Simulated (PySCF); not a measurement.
## Orbital levels and atomic charges: C28H12

System: C28H12 (nanocone).

Cartesian coordinates (Å):
```
  1 C    -2.787   -2.831   -0.678
  2 C     1.542   -3.286   -0.332
  3 C    -0.718   -2.505    0.515
  4 C    -1.541   -3.286   -0.333
  5 C    -2.504   -0.744    0.514
  6 C    -3.218   -1.521   -0.369
  7 C    -3.218    1.522   -0.368
  8 C     3.218   -1.521   -0.367
  9 C     2.788   -2.831   -0.677
 10 C     1.392   -1.406    1.145
 11 C     0.718   -2.505    0.516
 12 C    -0.707   -0.742    2.143
 13 C    -1.392   -1.406    1.145
 14 C    -1.393    1.406    1.146
 15 C    -2.504    0.744    0.515
 16 C    -1.541    3.286   -0.332
 17 C    -2.787    2.831   -0.677
 18 C     2.504   -0.744    0.515
 19 C     0.706   -0.742    2.143
 20 C     0.706    0.741    2.143
 21 C    -0.707    0.741    2.143
 22 C     0.717    2.505    0.517
 23 C    -0.718    2.505    0.517
 24 C     2.503    0.744    0.516
 25 C     1.392    1.405    1.146
 26 C     2.787    2.831   -0.677
 27 C     1.541    3.286   -0.331
 28 C     3.217    1.521   -0.367
 29 H    -3.414   -3.436   -1.317
 30 H     1.173   -4.212   -0.747
 31 H    -1.171   -4.211   -0.748
 32 H    -4.086   -1.135   -0.881
 33 H    -4.086    1.135   -0.881
 34 H     4.087   -1.135   -0.879
 35 H     3.415   -3.436   -1.315
 36 H    -1.172    4.212   -0.746
 37 H    -3.414    3.436   -1.316
 38 H     3.414    3.436   -1.315
 39 H     1.172    4.212   -0.746
 40 H     4.086    1.135   -0.879
```

Method: CAM-B3LYP/6-31G*, gas phase, PySCF, fitting set def2-universal-JFIT up to Ne and JKFIT beyond, grid level 1.

The gap is small, so a closed-shell solution may not be the true ground state; the numbers describe that solution.

Question: Give the orbital energies near the gap.

Answer: 
```json
{"orbital": "HOMO-4", "eV": "-8.01"}
{"orbital": "HOMO-3", "eV": "-8.00"}
{"orbital": "HOMO-2", "eV": "-7.60"}
{"orbital": "HOMO-1", "eV": "-6.83"}
{"orbital": "HOMO", "eV": "-5.47"}
{"orbital": "LUMO", "eV": "-1.90"}
{"orbital": "LUMO+1", "eV": "-0.48"}
{"orbital": "LUMO+2", "eV": "0.07"}
{"orbital": "LUMO+3", "eV": "0.32"}
```

Question: Give the partial charges of the non-hydrogen atoms.

Answer: 
| atom | Mulliken | IAO | Hirshfeld |
| --- | --- | --- | --- |
| C1 | -0.12 | -0.14 | -0.04 |
| C2 | -0.19 | -0.14 | -0.05 |
| C3 | 0.07 | 0.00 | 0.01 |
| C4 | -0.19 | -0.14 | -0.05 |
| C5 | 0.10 | 0.00 | 0.01 |
| C6 | -0.21 | -0.14 | -0.05 |
| C7 | -0.21 | -0.14 | -0.05 |
| C8 | -0.21 | -0.14 | -0.05 |
| C9 | -0.12 | -0.14 | -0.04 |
| C10 | -0.01 | 0.00 | 0.00 |
| C11 | 0.07 | 0.00 | 0.01 |
| C12 | -0.06 | 0.00 | -0.01 |
| C13 | -0.01 | 0.00 | 0.00 |
| C14 | -0.01 | 0.00 | 0.00 |
| C15 | 0.09 | 0.00 | 0.01 |
| C16 | -0.19 | -0.14 | -0.05 |
| C17 | -0.12 | -0.14 | -0.04 |
| C18 | 0.09 | 0.00 | 0.01 |
| C19 | -0.06 | 0.00 | -0.01 |
| C20 | -0.06 | 0.00 | -0.01 |
| C21 | -0.06 | 0.00 | -0.01 |
| C22 | 0.07 | 0.00 | 0.01 |
| C23 | 0.07 | 0.00 | 0.01 |
| C24 | 0.10 | 0.00 | 0.01 |
| C25 | -0.01 | 0.00 | 0.00 |
| C26 | -0.12 | -0.14 | -0.04 |
| C27 | -0.19 | -0.14 | -0.05 |
| C28 | -0.21 | -0.14 | -0.05 |
